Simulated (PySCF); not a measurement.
Problem. Give a PBE0-D3(BJ)/def2-SVP geometry of [MoSCl4]-, `[S]=[Mo-]([Cl])([Cl])([Cl])[Cl]` [radical]. (Charge -1 and doublet state.)

Solution. 
Z-matrix in Å and degrees, rows numbered from 1:
```
Mo
S   1  2.0878
Cl  1  2.3485  2  106.30
Cl  1  2.3493  2  106.20  3   -90.01
Cl  1  2.3487  2  106.32  3   179.96
Cl  1  2.3491  2  106.14  3    89.98
```

Mo1 (molybdenum bonded to 4 Cl and S) is square pyramidal (τ5 = (β − α)/60° = 0.00 from the two widest angles, 147.7° and 147.4° (0 for a square pyramid, 1 for a trigonal bipyramid)). All 4 Cl–Mo bonds measure 2.348 to 2.349 Å.

Computed with PBE0-D3(BJ)/def2-SVP geometry optimisation, gas phase, def2 core potentials past Kr in PySCF 2.14.0.

Point group: C4v (tolerance 0.08 Å). No PBE0-D3(BJ)/def2-SVP frequencies stand behind this structure, so it isn't proved a minimum. ⟨S²⟩ = 0.768 (exact for a doublet: 0.75). The geometry's basis has no diffuse functions, a weakness for an anion.

For an open-shell metal species like this, the optimisation's SCF solution wasn't tested for stability and no frequencies at its level were run, so a lower state or another shape may exist.
